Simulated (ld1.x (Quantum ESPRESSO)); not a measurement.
**Building the ultrasoft potential for Ge (LDA (PZ), fully relativistic).**

- Element: germanium
- Generator: ld1.x (Quantum ESPRESSO) 7.5
- Type: ultrasoft
- Functional: LDA (PZ)
- Relativity: fully relativistic
- Frozen core: [Ar]
- Valence charge: 14
- Reference configuration: 3d10 4s1 4p3
- Partial waves: 4s (bound): rcut 1.05, rcutus 1.45 bohr; 4s channel at 0.8 Ry: rcut 1.05, rcutus 1.45 bohr; 4p (bound): rcut 1.40, rcutus 1.55 bohr; 4p channel at 2.7 Ry: rcut 1.40, rcutus 1.55 bohr; 3d (bound): rcut 0.75, rcutus 0.90 bohr; 3d channel at 2.45 Ry: rcut 0.75, rcutus 0.90 bohr
- Local potential: all-electron potential smoothed inside 0.80 bohr (lloc = -2)
- Core correction: a·sin(br)/r model core inside 0.60 bohr
- Augmentation charge: PSQ, inside the norm-conserving radii

Open shells are filled in proportion to 2j + 1 (rel_dist='average').

All-electron outer shells of the reference configuration (LDA (PZ), scalar-relativistic, ld1.x):

```csv
shell,level (eV),outermost node (bohr),outermost maximum (bohr)
3s,-169.50,0.26,0.54
3p,-117.15,0.23,0.54
3d,-31.27,–,0.50
4s,-12.91,0.77,1.71
4p,-4.73,0.82,2.14
```

Q: Is a potential produced?

A: No. ld1.x (Quantum ESPRESSO) 7.5 stopped with "chargeps: negative rho": the pseudo-density turned negative during the self-consistent test, most likely because a state had been found with a wrong node count and its wave set to zero before. Before that it printed "Warning: n=1, l=0 expected 0 nodes, found 1".
